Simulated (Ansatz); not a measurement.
Consider the isomerisation: `BC=C(C)C` → `BC1(C)CC1`.

Gas-phase electronic energies from Ansatz, PBE0-D4/def2-TZVP geometries. CBS: MP2 limit from def2 TZ/QZ plus the TZ coupled-cluster correction, frozen cores. Functionals use def2-TZVPP.

```tsv
level	ΔE (kJ/mol)	difference from CCSD(T)/CBS
PBE0-D4	32.9	-8.3
ωB97X-V	29.3	-11.9
B2PLYP	48.6	7.4
PBE	40.2	-1.0
r2SCAN	40.4	-0.8
PBE0	33.3	-7.9
HF/def2-TZVPP	57.4	16.2
MP2/def2-TZVPP	29.9	-11.3
SCS-MP2/def2-TZVPP	36.4	-4.8
CCSD/def2-TZVPP	39.6	-1.6
HF/def2-QZVPP	57.5	16.3
MP2/def2-QZVPP	30.3	-10.9
SCS-MP2/def2-QZVPP	37.0	-4.2
HF/CBS(def2)	57.5	16.3
MP2/CBS(def2)	30.6	-10.6
CCSD/CBS(def2)	40.3	-0.9
CCSD(T)/CBS	41.2	0
```

Largest T1 diagnostic among the species: 0.011.

In def2-TZVPP, CCSD(T) changes the Hartree–Fock value by −17.0 kJ/mol (the triples alone add +0.8 kJ/mol) and MP2 by −27.5 kJ/mol. From PBE to PBE0 (25 % exact exchange), in def2-TZVPP and without D4, ΔE moves by −6.9 kJ/mol.

CCSD(T)/CBS has its own doubt, a few kJ/mol and more with outer-core shells, so smaller differences from it don't rank the levels.
